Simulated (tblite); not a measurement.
C4H8OSi2.
Bonds: Si1–O2, O2–C3, C3–C4 (double), C4–C5, C5–C6 (double), C6–Si7, C3–Si7. Hydrogens: H8, H9, H10 on Si1; H11 on C4; H12 on C5; H13 on C6; H14, H15 on Si7.

Computed with GFN2-xTB (tblite), gas phase: Langevin dynamics at 200 K from the optimised GFN2-xTB geometry, time step 0.5 fs, friction 0.01 fs⁻¹, 2000 steps.

Start geometry:
```
atom  x, y, z in Å
Si1     2.610    0.943   -0.107
O2      1.552   -0.075    0.576
C3      0.233   -0.277    0.414
C4     -0.445   -1.204    1.114
C5     -1.861   -1.291    0.817
C6     -2.346   -0.452   -0.111
Si7    -0.956    0.627   -0.764
H8      2.227    2.336    0.141
H9      3.814    0.536    0.601
H10     2.681    0.728   -1.555
H11     0.007   -1.851    1.851
H12    -2.464   -2.016    1.345
H13    -3.385   -0.448   -0.394
H14    -1.067    2.049   -0.438
H15    -0.603    0.405   -2.167
```

The statistics below take the 31 frames saved every 25 fs from 250 to 1000 fs; their kinetic temperature (all 3N coordinates) averages 214 K.

Question: How do the bond lengths spread?

Answer: 
| bond | start (Å) | mean (Å) | standard deviation (Å) | shortest (Å) | longest (Å) |
| --- | --- | --- | --- | --- | --- |
| Si1–O2 | 1.620 | 1.619 | 0.022 | 1.565 | 1.659 |
| O2–C3 | 1.344 | 1.345 | 0.023 | 1.306 | 1.405 |
| C3=C4 | 1.346 | 1.344 | 0.014 | 1.319 | 1.370 |
| C4–C5 | 1.449 | 1.437 | 0.018 | 1.391 | 1.468 |
| C5=C6 | 1.342 | 1.344 | 0.016 | 1.308 | 1.376 |
| C6–Si7 | 1.877 | 1.883 | 0.035 | 1.789 | 1.990 |
| C3–Si7 | 1.903 | 1.913 | 0.031 | 1.860 | 2.004 |
| Si1–H8 | 1.465 | 1.468 | 0.033 | 1.426 | 1.553 |
| Si1–H9 | 1.454 | 1.460 | 0.023 | 1.415 | 1.513 |
| Si1–H10 | 1.465 | 1.471 | 0.032 | 1.423 | 1.530 |
| C4–H11 | 1.080 | 1.082 | 0.017 | 1.041 | 1.105 |
| C5–H12 | 1.081 | 1.087 | 0.022 | 1.029 | 1.130 |
| C6–H13 | 1.077 | 1.084 | 0.032 | 1.037 | 1.166 |
| Si7–H14 | 1.464 | 1.465 | 0.026 | 1.420 | 1.518 |
| Si7–H15 | 1.464 | 1.470 | 0.030 | 1.414 | 1.531 |

Question: Give the same statistics for bond angles, one of each kind among heavy atoms.

Answer: 
| angle | start (°) | mean (°) | standard deviation (°) | smallest (°) | largest (°) |
| --- | --- | --- | --- | --- | --- |
| Si1–O2–C3 | 133.2 | 135.3 | 5.0 | 124.0 | 148.8 |
| O2–C3–C4 | 122.3 | 122.7 | 2.5 | 116.7 | 129.4 |
| O2–C3–Si7 | 128.1 | 127.8 | 3.4 | 121.4 | 133.1 |
| C4–C3–Si7 | 109.5 | 109.1 | 2.1 | 105.0 | 113.1 |
| C3–C4–C5 | 115.3 | 115.5 | 1.8 | 111.9 | 119.5 |
| C4–C5–C6 | 117.2 | 117.6 | 1.9 | 113.3 | 121.4 |
| C5–C6–Si7 | 109.4 | 108.9 | 2.0 | 105.1 | 115.2 |
| C3–Si7–C6 | 88.5 | 88.2 | 1.8 | 83.7 | 91.5 |

Question: How far does each atom move about its mean position (frames aligned on the start, all atoms weighted alike), and what rms force does it feel?

Answer: 
| atom | rms displacement (Å) | rms force (eV/Å) |
| --- | --- | --- |
| Si1 | 0.09 | 1.11 |
| O2 | 0.12 | 1.09 |
| C3 | 0.09 | 1.34 |
| C4 | 0.12 | 1.28 |
| C5 | 0.07 | 1.51 |
| C6 | 0.11 | 1.68 |
| Si7 | 0.15 | 1.09 |
| H8 | 0.79 | 0.59 |
| H9 | 0.69 | 0.47 |
| H10 | 0.79 | 0.57 |
| H11 | 0.23 | 0.64 |
| H12 | 0.15 | 0.83 |
| H13 | 0.18 | 1.04 |
| H14 | 0.29 | 0.51 |
| H15 | 0.28 | 0.56 |

The displacements run from 0.07 to 0.79 Å.

Question: Follow the torsion Si1–O2–C3–C4 through every second one of these frames.

Answer: 
```json
{"t (fs)": "250", "Si1–O2–C3–C4 (°)": "-168"}
{"t (fs)": "300", "Si1–O2–C3–C4 (°)": "-153"}
{"t (fs)": "350", "Si1–O2–C3–C4 (°)": "-171"}
{"t (fs)": "400", "Si1–O2–C3–C4 (°)": "179"}
{"t (fs)": "450", "Si1–O2–C3–C4 (°)": "-178"}
{"t (fs)": "500", "Si1–O2–C3–C4 (°)": "-164"}
{"t (fs)": "550", "Si1–O2–C3–C4 (°)": "-161"}
{"t (fs)": "600", "Si1–O2–C3–C4 (°)": "-155"}
{"t (fs)": "650", "Si1–O2–C3–C4 (°)": "-156"}
{"t (fs)": "700", "Si1–O2–C3–C4 (°)": "-163"}
{"t (fs)": "750", "Si1–O2–C3–C4 (°)": "-169"}
{"t (fs)": "800", "Si1–O2–C3–C4 (°)": "-159"}
{"t (fs)": "850", "Si1–O2–C3–C4 (°)": "-143"}
{"t (fs)": "900", "Si1–O2–C3–C4 (°)": "-148"}
{"t (fs)": "950", "Si1–O2–C3–C4 (°)": "-159"}
{"t (fs)": "1000", "Si1–O2–C3–C4 (°)": "-152"}
```

Largest departure from the start value over all these frames: Si1–O2–C3–C4 37° (start 180°).

Question: How widely does the potential energy scatter, against a harmonic estimate?

Answer: Mean 0.31 eV above the start, standard deviation 0.085 eV, range 0.16 to 0.45 eV. For 39 classical harmonic modes at 200 K the canonical values are 39kT/2 = 0.34 eV and kT·√(39/2) = 0.076 eV.

The run is classical and short, so these are rough statistics of one trajectory.

What follows is the cost of the whole dynamics run. Hardware: one thread, Intel Xeon Platinum 8259CL at 2.50 GHz (x86_64) (shared host). Cost: 25 s, 0.18 GiB resident at most.
